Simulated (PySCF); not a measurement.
# Assigning NMR signals

Bonds: B1-C2 1.570 Å, B1-C6 1.570 Å, B1-C10 1.534 Å, C10-C11 1.220 Å. C2 carries H3, H4, H5; C6 carries H7, H8, H9; C11 carries H12.

[PySCF 2.14.0 with density-fitted response routines: coordinates at the PBE0-D3(BJ)/def2-SVP level; B3LYP/pcJ-1 coupling constants (spin–dipole term only in couplings to heteroatoms); shieldings: GIAO B3LYP/pcSseg-1; single conformer; no solvent; no relativistic terms; one averaged value for each set of equivalent atoms]

Referencing at the same level of theory: 13C and 1H vs TMS.

Task: Assign these signals to the numbered atoms. 13C{1H} NMR (computed): δ 120.0, 97.2, 17.4.

Result: 
120.0 → C11, carbon bonded to C, H
97.2 → C10, carbon bonded to C, B
17.4 → C2/C6, carbon bonded to B, 3 H

Task: Assign these signals to the numbered atoms. 1H NMR (400 MHz, computed): δ 4.13 (s, 1H), 0.98 (s, 6H).

Result: 
```tsv
δ (ppm)	atoms	environment	reason
4.13	H12	hydrogen on a carbon bonded to C	–
0.98	H3/H4/H5/H7/H8/H9	hydrogen on a carbon bonded to B	–
```

A carbon bonded to boron is broadened by the quadrupolar boron nucleus and is often missing from a measured spectrum. Shifts are as computed. Against solution values, carbons near 30 ppm lie about +2 ppm off and those near 130 ppm about +6 ppm. Of 1309 compounds with measured shifts, 239 miss one by over three times the rms of a fit or turn the order of signals round; such compounds aren't used in these exercises.
